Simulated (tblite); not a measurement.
Compound: C₄H₁₃AlGeS.
Atom-mapped SMILES: `[CH3:1][CH2:2][C@@H:3]([CH2:4][GeH3:5])[S:6][AlH2:7]` (hydrogens: H8, H9, H10 on C1; H11, H12 on C2; H13 on C3; H14, H15 on C4; H16, H17, H18 on Ge5; H19, H20 on Al7)

Computed with GFN2-xTB (tblite), gas phase: L-BFGS steps from a force-field or distance-geometry start until the largest atomic force falls under 0.01 eV/Å.

Step 196: E = -583.9908 eV
```
atom  x, y, z in Å  |  force x, y, z in eV/Å
C1     -0.8110   -2.5064   -0.2497   -0.016   0.012  -0.008
C2      0.0223   -1.2335   -0.2800   -0.012   0.004   0.001
C3     -0.5930   -0.0998    0.5302   -0.006  -0.028   0.014
C4      0.3047    1.1185    0.5738   -0.040  -0.014  -0.020
Ge5     2.1059    0.7815    1.3307   -0.021  -0.036  -0.011
S6     -2.2849    0.3387   -0.1322    0.057  -0.041   0.055
Al7    -1.5100    2.0404   -1.2626   -0.007   0.027  -0.023
H8     -1.8036   -2.3126   -0.6478   -0.004   0.001  -0.001
H9     -0.3407   -3.2821   -0.8471    0.020  -0.008  -0.027
H10    -0.9169   -2.8734    0.7679    0.006   0.019   0.032
H11     0.1504   -0.8982   -1.3167    0.005   0.005   0.064
H12     1.0154   -1.4423    0.1443   -0.015   0.009  -0.052
H13    -0.7919   -0.4434    1.5510   -0.003  -0.011  -0.035
H14     0.4426    1.5162   -0.4476    0.031  -0.001  -0.008
H15    -0.1771    1.9132    1.1547   -0.009   0.009  -0.006
H16     2.0247   -0.1930    2.4583   -0.030  -0.030   0.015
H17     2.6734    2.0524    1.8668    0.037   0.041  -0.020
H18     3.0438    0.2323    0.3036   -0.002   0.030   0.026
H19    -0.9466    1.8488   -2.6886   -0.005  -0.002   0.018
H20    -1.6129    3.4534   -0.6564    0.013   0.018  -0.015
```

Step 197: E = -583.9916 eV
```
atom  x, y, z in Å  |  force x, y, z in eV/Å
C1     -0.8112   -2.4996   -0.2588    0.006  -0.013  -0.010
C2      0.0152   -1.2218   -0.2839   -0.004   0.008  -0.009
C3     -0.5976   -0.0993    0.5436   -0.006  -0.028   0.013
C4      0.2996    1.1193    0.5935   -0.050  -0.025  -0.030
Ge5     2.1065    0.7835    1.3354   -0.016  -0.052   0.001
S6     -2.2932    0.3486   -0.1020    0.085   0.003   0.012
Al7    -1.4995    2.0188   -1.2753   -0.020  -0.009  -0.013
H8     -1.8096   -2.3065   -0.6430   -0.002   0.003   0.003
H9     -0.3445   -3.2670   -0.8724    0.002   0.028   0.009
H10    -0.9028   -2.8781    0.7572    0.011   0.025  -0.008
H11     0.1319   -0.8715   -1.3179    0.001  -0.014   0.068
H12     1.0147   -1.4279    0.1281   -0.034   0.001  -0.056
H13    -0.7916   -0.4558    1.5606    0.005  -0.002  -0.027
H14     0.4323    1.5229   -0.4266    0.031   0.002  -0.012
H15    -0.1829    1.9089    1.1796   -0.005   0.020   0.004
H16     2.0374   -0.1976    2.4592   -0.027  -0.023   0.001
H17     2.6717    2.0537    1.8745    0.040   0.044  -0.018
H18     3.0398    0.2447    0.2976   -0.009   0.032   0.036
H19    -0.9487    1.7897   -2.7051   -0.019   0.005   0.062
H20    -1.5728    3.4457   -0.6915    0.011  -0.006  -0.029
```

Step 198: E = -583.9927 eV
```
atom  x, y, z in Å  |  force x, y, z in eV/Å
C1     -0.8128   -2.4995   -0.2598    0.044   0.001  -0.019
C2      0.0128   -1.2214   -0.2858    0.009  -0.004  -0.015
C3     -0.5984   -0.1020    0.5444   -0.002  -0.005   0.008
C4      0.2992    1.1157    0.5948   -0.054   0.009  -0.011
Ge5     2.1062    0.7842    1.3357   -0.013  -0.028   0.015
S6     -2.2929    0.3515   -0.0967    0.057  -0.008   0.005
Al7    -1.4965    2.0176   -1.2731   -0.030  -0.005   0.021
H8     -1.8101   -2.3093   -0.6443   -0.045   0.024  -0.013
H9     -0.3466   -3.2676   -0.8723    0.015   0.016   0.013
H10    -0.9042   -2.8727    0.7570    0.010  -0.006   0.019
H11     0.1267   -0.8671   -1.3173    0.000  -0.015   0.017
H12     1.0147   -1.4249    0.1214   -0.039  -0.013  -0.046
H13    -0.7920   -0.4631    1.5587    0.003   0.005   0.015
H14     0.4351    1.5179   -0.4256    0.012   0.007  -0.003
H15    -0.1849    1.9057    1.1813    0.015   0.003  -0.022
H16     2.0374   -0.1959    2.4597   -0.019  -0.025   0.009
H17     2.6692    2.0588    1.8679    0.033   0.034  -0.007
H18     3.0431    0.2517    0.2998   -0.003   0.012   0.019
H19    -0.9412    1.7853   -2.6958   -0.003  -0.006   0.013
H20    -1.5702    3.4462   -0.6974    0.009   0.006  -0.019
```

Step 199: E = -583.9935 eV
```
atom  x, y, z in Å  |  force x, y, z in eV/Å
C1     -0.8137   -2.4973   -0.2646   -0.018   0.014  -0.004
C2      0.0094   -1.2179   -0.2898    0.006  -0.002  -0.001
C3     -0.5986   -0.1027    0.5482   -0.002  -0.018   0.020
C4      0.2977    1.1153    0.5998   -0.028   0.009   0.008
Ge5     2.1047    0.7860    1.3387    0.018  -0.002   0.012
S6     -2.2935    0.3553   -0.0839    0.027  -0.019   0.003
Al7    -1.4942    2.0102   -1.2729   -0.018  -0.002   0.005
H8     -1.8154   -2.3082   -0.6434    0.014   0.017   0.000
H9     -0.3488   -3.2630   -0.8802    0.015   0.009   0.008
H10    -0.9006   -2.8716    0.7526    0.013  -0.013   0.007
H11     0.1168   -0.8591   -1.3191    0.003  -0.003  -0.023
H12     1.0141   -1.4208    0.1102   -0.031  -0.019  -0.037
H13    -0.7873   -0.4700    1.5618    0.003   0.019   0.004
H14     0.4368    1.5185   -0.4190   -0.004   0.013  -0.020
H15    -0.1855    1.9039    1.1879    0.003   0.012  -0.021
H16     2.0379   -0.1931    2.4621   -0.016  -0.035   0.024
H17     2.6715    2.0625    1.8667    0.018   0.013  -0.010
H18     3.0401    0.2554    0.3004   -0.002   0.006   0.020
H19    -0.9301    1.7626   -2.6906   -0.010  -0.005   0.021
H20    -1.5666    3.4447   -0.7123    0.008   0.006  -0.016
```

Task: Estimate the geometry and energy of step 200. (The exact step hangs on the optimiser's Hessian estimate; all steps are aligned on step 199, rigid shifts and turns removed.)

Result: E = -583.9941 eV, largest force 0.057 eV/Å
```
atom  x, y, z in Å  |  force x, y, z in eV/Å
C1     -0.8152   -2.4938   -0.2712   -0.003  -0.002   0.020
C2      0.0035   -1.2115   -0.2948   -0.010   0.009  -0.022
C3     -0.5997   -0.1025    0.5551    0.013  -0.011   0.000
C4      0.2953    1.1159    0.6071    0.015   0.006   0.012
Ge5     2.1040    0.7883    1.3419    0.031   0.018   0.020
S6     -2.2958    0.3604   -0.0644   -0.008  -0.017  -0.007
Al7    -1.4909    1.9983   -1.2733   -0.007  -0.006   0.000
H8     -1.8203   -2.3074   -0.6424    0.018   0.017   0.002
H9     -0.3496   -3.2541   -0.8937    0.001   0.016   0.016
H10    -0.8930   -2.8737    0.7455    0.009  -0.009  -0.016
H11     0.0981   -0.8460   -1.3237    0.012  -0.004  -0.006
H12     1.0120   -1.4140    0.0938   -0.020  -0.020  -0.035
H13    -0.7815   -0.4754    1.5674    0.000   0.012   0.016
H14     0.4361    1.5211   -0.4105   -0.020   0.011  -0.023
H15    -0.1854    1.9029    1.1980   -0.013   0.026  -0.017
H16     2.0396   -0.1893    2.4658   -0.014  -0.043   0.034
H17     2.6748    2.0659    1.8672    0.005  -0.007  -0.017
H18     3.0369    0.2566    0.3027    0.004   0.002   0.014
H19    -0.9143    1.7272   -2.6823   -0.017  -0.003   0.023
H20    -1.5598    3.4416   -0.7358    0.004   0.004  -0.013
```

The energy changes by -0.0007 eV. The first-order estimate −F·Δx gives -0.0010 eV and the mean of the old and new forces, exact on a quadratic surface, -0.0007 eV. The step makes an angle of 83° with the force vector and moves no atom by more than 0.040 Å.

The cost below is that of the whole relaxation. Hardware: an Intel Xeon at 2.50 GHz with one thread, shared host. Cost: 7.4 s wall.
